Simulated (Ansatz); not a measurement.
```yaml
crystal:
  periodic: [false, false, false]
  atoms:
    - {symbol: C, position_ang: [1.651538, -1.311233, -1.642829]}
    - {symbol: O, position_ang: [1.190337, -0.865235, -0.639285]}
    - {symbol: W, position_ang: [0.057875, 0.331896, -0.053836]}
    - {symbol: O, position_ang: [0.772649, 1.254175, 1.270023]}
    - {symbol: O, position_ang: [-0.951904, -0.027499, -1.778389]}
    - {symbol: Cl, position_ang: [-1.678413, 2.189612, -0.030384]}
    - {symbol: Cl, position_ang: [1.283031, 2.036650, -1.388836]}
    - {symbol: O, position_ang: [-1.136914, -0.735496, 1.032270]}
    - {symbol: C, position_ang: [-1.609871, -0.349779, 2.310925]}
    - {symbol: H, position_ang: [1.047198, -1.538572, -2.554379]}
    - {symbol: H, position_ang: [2.405672, -2.243603, -1.415501]}
    - {symbol: H, position_ang: [2.379527, -0.590046, -2.077051]}
    - {symbol: H, position_ang: [1.246093, 2.168684, 1.311559]}
    - {symbol: H, position_ang: [-1.529787, 0.650608, -2.244955]}
    - {symbol: H, position_ang: [-2.493351, 0.074865, 2.135122]}
    - {symbol: H, position_ang: [-0.917518, 0.087066, 2.941824]}
    - {symbol: H, position_ang: [-1.903564, -1.232839, 2.671222]}
basis:
  gaussian: {orbitals: def2-TZVP}
total_charge: -1
magnetization: {spin_polarized: true, initial_magnetization: 1}
hamiltonian: {xc: {name: B2GP-PLYP}}
relax: {f_tol: 0.001, max_steps: 2}
```

```sh
$ ansatz run in.yaml --threads 4 --pin off --events-out ev --progress --plain --max-ram 46080MiB --backend cuda --devices 0, --max-vram 37GiB
```

Output, abridged:

```
Functional definition: B2GP-PLYP
2660 factors; integrals over basis functions are off by at most 2.7e-4 eV
mean field evaluation 1: about -37212.6764 eV, gradient 5.7e1 eV
mean field evaluation 2: about -37213.2318 eV, gradient 5.7e1 eV
mean field evaluation 4: about -37225.3602 eV, gradient 8.8e0 eV
mean field evaluation 8: about -37225.8326 eV, gradient 6.4e-1 eV
mean field evaluation 16: about -37225.8419 eV, gradient 7.1e-2 eV
mean field evaluation 32: about -37225.9788 eV, gradient 1.9e-1 eV
mean field evaluation 64: about -37225.9832 eV, gradient 8.3e-1 eV
mean field -37225.99119106 eV, -1368.0299435883 hartree, gradient 3.7e-6 eV, S^2 0.754711; 4 other end points of the search recorded, 0 dependent functions left out
16 core orbitals not correlated: weight in the atoms' cores, before any rotation towards them, 1.000 or more for the frozen orbitals, at most 0.000 for the correlated occupied ones
reference -37225.99136017 eV, -1368.0299498032 hartree; 35, 34 occupied and 297, 298 virtual orbitals, 2660 factors
second order -65.78234418 eV of doubles, -0.00000000 eV of singles
relax step   1: F+E_penalty+E_count = -37249.67283496 eV  Δ(F+E_penalty+E_count) = +0.000e0 eV  max|allowed force component| = 9.988e0 eV/Å  Δτ_max = 0.0000 Å  (222 SCF iters, accepted)
2660 factors; integrals over basis functions are off by at most 3.1e-4 eV
mean field -37229.12484626 eV, -1368.1451032931 hartree, gradient 1.6e-6 eV, S^2 0.755391; 0 other end points of the search recorded, 0 dependent functions left out
16 core orbitals not correlated: weight in the atoms' cores, before any rotation towards them, 1.000 or more for the frozen orbitals, at most 0.000 for the correlated occupied ones
reference -37229.12502147 eV, -1368.1451097317 hartree; 35, 34 occupied and 297, 298 virtual orbitals, 2660 factors
second order -65.82298025 eV of doubles, -0.00000000 eV of singles
relax step   2: F+E_penalty+E_count = -37252.82111916 eV  Δ(F+E_penalty+E_count) = -3.148e0 eV  max|allowed force component| = 3.284e0 eV/Å  Δτ_max = 0.1915 Å  (109 SCF iters, accepted)
Error: geometry relaxation did not converge after 2 steps: max|allowed force component| = 3.28e0 eV/Å (threshold 1.0e-3). Raise `relax.max_steps` over both its present limit and 2, loosen `relax.f_tol`, or start from a geometry closer to equilibrium. Where this run's directory can be resumed (`checkpoint.write`), a resume goes on for up to `relax.max_steps` more
```

Q: What is wrong with this run?

A: The relaxation is allowed too few steps for its threshold. The calculation stopped without meeting its thresholds.
